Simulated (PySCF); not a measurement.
# Trend along group 13: MRb cations

PBE0 with double-zeta basis sets in PySCF, for the lowest determinant that a PBE0 search found; no spin–orbit coupling. De refers to high-spin ground-configuration atoms (the charge goes to the atom of lower measured ionisation energy or higher electron affinity, which is not always the lowest computed limit). A positive dipole points towards Rb; it is taken about the centre of mass and depends on that origin.

| M | basis | charged atom | state (unpaired electrons) | Re (Å) | ωe (cm⁻¹) | De (eV) | μ (D) |
| --- | --- | --- | --- | --- | --- | --- | --- |
| B | def2-SVPD | Rb+ | doublet (σ ↑) | 3.572 | 123 | 0.30 | 0.47 |
| Al | def2-SVP | Rb+ | doublet (σ ↑) | 4.092 | 76.8 | 0.48 | 1.55 |
| In | def2-SVP | Rb+ | doublet (σ ↑) | 4.170 | 47.7 | 0.51 | 7.50 |
| Tl | def2-SVP | Rb+ | doublet (σ ↑) | 4.225 | 41.4 | n/a | 9.80 |

The shortest bond is that of RbB⁺ (3.572 Å), the longest that of RbTl⁺ (4.225 Å).

The rows differ in basis set, which adds steps of its own.

Down a group the atoms grow and get heavier, so bonds lengthen and wavenumbers fall; this series shows no clear exception.

Weak bonds: RbAl⁺, RbB⁺. Basis-set superposition, not corrected here, can be much of De in a small basis, most of all at correlated wavefunction levels. Spin–orbit coupling is left out, which matters for elements this heavy, above all for dissociation energies. For an ion De counts to the pair picked by the measured ionisation energies or electron affinities, which need not be the lowest pair at this level. States were picked by a PBE0 search and need not be the measured ground states.
